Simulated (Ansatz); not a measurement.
CH7ClSi2, SMILES `[SiH3]C[SiH2]Cl` at its PBE0-D4/def2-TZVP geometry, where that method's forces vanish. Total charge 0; spin multiplicity 1.

```xyz
11

Si   -1.1347   -1.1819   -0.1291
C    -0.1766    0.2124    0.6833
Si    1.1687    0.9340   -0.3720
Cl    2.1398    2.4440    0.6417
H    -2.1869   -1.6929    0.7878
H    -1.7822   -0.6997   -1.3777
H    -0.2180   -2.3004   -0.4746
H    -0.8757    1.0105    0.9544
H     0.2683   -0.1595    1.6124
H     2.1845   -0.0905   -0.7134
H     0.6127    1.5242   -1.6131
```

(1) What forces (eV/Å) does ωB97M-V/def2-TZVPP give on these atoms in the Gaussian-basis code of Ansatz? (Best estimate.)

Answers

(1) The calculation gave: 
```
Si1 -0.091 -0.111 -0.040
C2   0.002  0.013  0.023
Si3  0.009 -0.088 -0.175
Cl4  0.018  0.033  0.028
H5   0.124  0.060 -0.109
H6   0.077 -0.049  0.137
H7  -0.096  0.128  0.037
H8   0.050 -0.053 -0.016
H9  -0.030  0.029 -0.062
H10 -0.122  0.112  0.038
H11  0.059 -0.074  0.141
```
